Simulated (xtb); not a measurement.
xtb input:

```bash
xtb mol.xyz --gfn 2 --ohess tight --chrg 0 --uhf 0
```
mol.xyz:
```
4

Cl    -0.40568689     2.06493345    -0.03961613
In    -0.42370933    -0.31247250     0.01315482
Cl     1.78083162    -1.17303570     0.08137515
H     -1.80458614    -1.24131137    -0.06017496
```

Task: Which total energy does the run end on?

Result: -10.91853 Eh (GFN2-xTB).
